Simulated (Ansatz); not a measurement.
Start from `CC1=C(I)C1` and change one atom or group to get `IC1=CC1`.

Ansatz, PBE0-D4/def2-TZVP geometries, multiplicity 1. 

Elements past krypton have def2 core potentials.

```csv
property,`CC1=C(I)C1`
HOMO energy (PBE0/def2-TZVPP) / eV,-6.64
LUMO energy (ωB97M-V/def2-TZVPP) / eV,1.34
HOMO–LUMO gap (B3LYP/def2-TZVPP) / eV,5.57
size of the dipole moment (PBE/def2-TZVPP) / D,1.62
HOMO–LUMO gap (PBE0/def2-TZVPP) / eV,6.04
"ideal-gas entropy at 298 K and 1 bar (rigid rotor, harmonic PBE0-D4/def2-TZVP) / J/(mol·K)",339
```

Give the same properties after the change, and the shifts. (Estimate.)

Computed: 
| property | `IC1=CC1` | shift |
| --- | --- | --- |
| HOMO energy (PBE0/def2-TZVPP) / eV | -6.98 | -0.34 |
| LUMO energy (ωB97M-V/def2-TZVPP) / eV | 1.19 | -0.15 |
| HOMO–LUMO gap (B3LYP/def2-TZVPP) / eV | 5.73 | 0.16 |
| size of the dipole moment (PBE/def2-TZVPP) / D | 0.73 | -0.89 |
| HOMO–LUMO gap (PBE0/def2-TZVPP) / eV | 6.20 | 0.16 |
| ideal-gas entropy at 298 K and 1 bar (rigid rotor, harmonic PBE0-D4/def2-TZVP) / J/(mol·K) | 302 | -37 |

With PBE0 the HOMO falls by 0.34 eV and the LUMO falls by 0.16 eV, so the gap widens by about 0.18 eV. PBE moves the HOMO by -0.32 eV and ωB97M-V by -0.34 eV. The zero-point energy changes by -74.3 kJ/mol with -9 modes. Dipoles are sizes alone; their direction can turn.

B3LYP here is the variant with VWN-RPA as its local correlation; programs differ in this.

Spin–orbit coupling is left out; it splits and shifts lone-pair levels of the heavy atoms by tenths of an eV.
